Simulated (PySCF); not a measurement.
## Ionisation energy of Ag²⁺ by level of theory

Ag²⁺ [Kr] 4d9 (2D) → Ag³⁺ [Kr] 4d8 (3F), as a difference of total energies. Calculation: PySCF 2.14, in x2c-TZVPPall (8s6p6d2f1g, 79 functions); the spin-free X2C one-electron Hamiltonian (Gaussian nucleus). Correlated levels: valence: [Kr] frozen; valence and next inner shell: [Ar] 3d10 frozen. The calculations carry no spin-orbit coupling.

Order these methods by the ionisation energy they give, lowest first.
A. MN15
B. LDA
C. wB97X-V
D. r2SCAN

D (34.696 eV), C (34.895 eV), A (35.228 eV), B (35.614 eV).

A first-order spin-orbit estimate (lowest level to lowest level, LS coupling) adds -0.137 eV.

Errors of the correlated levels include the incompleteness of this basis and the frozen core.

For comparison: 34.8 ± 0.3 eV (semi-empirical (NIST evaluation); NIST Atomic Spectra Database, ionization energies).
